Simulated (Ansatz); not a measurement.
Geometry optimisation, UKS PBE/def2-SVP (Ansatz 0.2.0).

Input file:

```yaml
crystal:
  periodic: [false, false, false]
  atoms:
    - { symbol: W, position_ang: [0.004469, 0.006372, -0.052998] }
    - { symbol: Cl, position_ang: [-7.7e-05, -0.002727, 2.306841] }
    - { symbol: F, position_ang: [1.867273, 0.005615, -0.082066] }
    - { symbol: F, position_ang: [0.003336, 1.868596, -0.078257] }
    - { symbol: F, position_ang: [-1.859695, 0.003643, -0.082326] }
    - { symbol: F, position_ang: [0.003016, -1.85799, -0.083367] }
    - { symbol: F, position_ang: [0.00263, 0.005517, -1.921671] }
    - { symbol: O, position_ang: [0.001259, -0.000243, 5.094627] }
    - { symbol: H, position_ang: [-0.536611, -0.829884, 5.086317] }
magnetization:
  spin_polarized: true
  initial_magnetization: 1
basis:
  gaussian: { orbitals: def2-SVP }
hamiltonian:
  xc: pbe
relax:
  f_tol: 0.03
  max_steps: 50
output:
  orbitals: {}
```

Run as:

```bash
$ ansatz run input.yaml --threads 4 --pin off --max-ram 5120MiB --backend cpu --events-out ev --progress --plain --runs-dir out
```

Problem. Where does it end, and by what steps?

Solution. The forces met the threshold. After 3 steps the energy has fallen by 0.033 eV; H9 moved furthest, 0.09 Å.

```json
{"step": "0", "energy less start (eV)": "0.0000", "largest force component (eV/Å)": "0.894", "accepted": "yes"}
{"step": "1", "energy less start (eV)": "-0.0265", "largest force component (eV/Å)": "0.314", "accepted": "yes"}
{"step": "2", "energy less start (eV)": "-0.0323", "largest force component (eV/Å)": "0.073", "accepted": "yes"}
{"step": "3", "energy less start (eV)": "-0.0326", "largest force component (eV/Å)": "0.021", "accepted": "yes"}
```

```xyz
9
Properties=species:S:1:pos:R:3
W 0.007 0.010 -0.040
Cl 0.016 0.021 2.255
F 1.870 0.009 -0.091
F 0.006 1.873 -0.090
F -1.858 0.007 -0.079
F 0.005 -1.855 -0.076
F -0.002 -0.001 -1.911
O -0.012 -0.021 5.044
H -0.546 -0.844 5.174
```

Whether the end is a true minimum wasn't checked by a vibrational analysis.

Run time: 59 s on 4 threads of Arm Neoverse V2, with other jobs on the host, peak memory 0.39 GiB.
